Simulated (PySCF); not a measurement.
# From computed data to an observable: oscillator strength and radiative lifetime

C₃H₉AlO, SMILES [AlH]([CH3])[O]CC.

The structure is a stationary point at PBE0-D3(BJ)/def2-SVP. The structure was generated by enumeration; whether it is a known compound was not checked. The values are those of a single conformer.

TDDFT-PBE/def2-SVPD (PySCF 2.14.0) puts the first singlet state with f over 0.02 at 5.67 eV (vertical), with the transition dipole (0.160, -0.094, 0.695) in atomic units.

### Question
Find the oscillator strength, the wavelength and the radiative lifetime that this transition would have in vacuum if emission retraced absorption.

### Answer

|μ|² = 0.5175 au, so |μ| = 1.83 D. ΔE = 5.67/27.211 = 0.2084 hartree. f = (2/3) ΔE |μ|² = 0.072 (the program prints 0.072).
λ = 1239.84/5.67 = 219 nm; ν = 45732 cm⁻¹.
Einstein's coefficient A = 0.6670 ν² f s⁻¹ (ν in cm⁻¹) = 1.0e8 s⁻¹, so τ = 1/A = 10.0 ns. This state is S2; the lower singlet has f = 0.002. The figure is the radiative limit of this one transition; relaxation, internal conversion, crossing to triplets and a medium change what is measured.
